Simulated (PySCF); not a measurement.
Spinor energies of Ne⁺ (neon, charge +1)

Start: [He] 2s2 2p5; 2p1/2 filled at m_j = -1/2, +1/2; 2p3/2 filled at m_j = -1/2, +1/2, +3/2. Calculated with PySCF 2.14 in an even-tempered Gaussian basis (20 s from 0.06 bohr⁻², ratio 2.4; 13 p from 0.077 bohr⁻², ratio 2.4; 6 d from 1.7 bohr⁻², ratio 2.6; 5 f from 2.6 bohr⁻², ratio 2.6): generalised Hartree-Fock with the X2C-1e Hamiltonian and a Gaussian nucleus; one run each with spin-orbit coupling (SO) switched off, then screened by Boettger's factors.

```csv
spinor shell,electrons,"ε, spin-free (eV)","ε, screened SO (eV)",weight of nominal j (screened SO),"rms radius, screened SO (bohr)"
1s1/2,2,-915.70,-915.69,1.000,0.182
2s1/2,2,-71.439,-71.434,1.000,0.943
2p1/2,2,-43.740,-43.730,0.658,0.991
2p3/2,3,-43.740,-43.753,0.772,0.991
```

```json
{"quantity": "E (hartree)", "spin-free": "-127.95869", "screened SO": "-127.96002"}
{"quantity": "M_J", "spin-free": "3/2", "screened SO": "3/2"}
{"quantity": "⟨J²⟩", "spin-free": "3.753", "screened SO": "3.753"}
{"quantity": "⟨L²⟩", "spin-free": "2.002", "screened SO": "2.002"}
{"quantity": "⟨S²⟩", "spin-free": "0.752", "screened SO": "0.752"}
```

Each row is a mean over spinors that exchange with the open shell spreads, by up to 6.188 eV (2s1/2).

Rows whose weight is well below 1 are mixtures of j = l ± 1/2: exchange outweighs spin-orbit coupling there, and the label is only the starting occupation.

Without spin-orbit coupling the j labels of p, d and f shells carry no meaning; the spin-free column gives the mean over the occupied spinors of each nl shell.
